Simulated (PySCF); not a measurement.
Nuclear quadrupole coupling in `FC(F)CCCN[SiH3]`

Species: C₄H₁₁F₂NSi.
Structure used (GFN2-xTB), in Å, numbered top down from 1:
```
atom  x, y, z in Å
F1    -2.5704    1.8926    0.4946
C2    -1.8514    1.0090   -0.2444
F3    -2.6257    0.7086   -1.3191
C4    -1.5381   -0.2308    0.5734
C5    -0.7970   -1.2968   -0.2332
C6     0.6137   -0.8560   -0.6454
N7     1.3774   -0.4044    0.4904
Si8    2.4630    0.9262    0.4795
H9    -0.9601    1.5371   -0.6119
H10   -2.4828   -0.6351    0.9425
H11   -0.9296    0.0824    1.4227
H12   -0.7223   -2.1957    0.3823
H13   -1.3676   -1.5472   -1.1288
H14    0.5549   -0.0345   -1.3607
H15    1.1071   -1.6964   -1.1550
H16    1.5294   -1.1483    1.1545
H17    2.7484    1.1614    1.8916
H18    1.7280    2.0247   -0.1520
H19    3.7131    0.7126   -0.2660
```

Field gradients from the PBE0/pcSseg-1 density (PySCF, non-relativistic), principal values in atomic units, ordered |Vxx| ≤ |Vyy| ≤ |Vzz|:

```tsv
atom	Vxx	Vyy	Vzz
N7	0.3452	0.7077	-1.0529
```

**Question.** Find the asymmetry η = (Vxx − Vyy)/Vzz and the couplings χ = eQV/h (234.96 MHz × Q in barn × V in au), with Q(14N) = 0.02044 b.

**Answer.** 
```tsv
atom	environment	nucleus	η	χzz (MHz)	χxx (MHz)	χyy (MHz)
N7	silicon-bound nitrogen	14N	0.34	-5.06	1.66	3.40
```

**Question.** What is Vzz at N7 in SI units (1 au = 9.71736 × 10²¹ V/m²)?

**Answer.** -1.0529 au = -10.231 × 10²¹ V/m².

**Question.** And the gradient at the other heavy atoms, for which no coupling is worked out here?

**Answer.** 
```csv
atom,environment,Vzz (au),η
F1,fluorine of a CF2 group,2.915,0.11
C2,CHF2 carbon,-0.559,0.72
F3,fluorine of a CF2 group,2.874,0.12
C4,chain CH2 carbon,0.080,1.00
C5,chain CH2 carbon,0.064,0.89
C6,sp3 carbon bound to nitrogen,0.221,0.24
Si8,SiH3 silicon,0.298,0.14
```

Were the hydrogens deuterons (Q(2H) = 0.00286 b), χzz would run from 104 kHz (H19) to 283 kHz (H16).

One conformer (not necessarily the lowest) at the GFN2-xTB geometry, without solvent, vibrations or thermal averaging. GFN2-xTB bond lengths can be off by several hundredths of an ångström, more for odd bonds, and the gradients follow them. With so small a basis the couplings can be 20 % off.

These values come from a run that also computed NMR shieldings. The run took 1.8 min wall, 96 s CPU on one thread, Intel Xeon at 2.50 GHz (x86_64), shared host with 64 logical CPUs at a one-minute load of 63, and the process peaked at 0.81 GiB of memory.
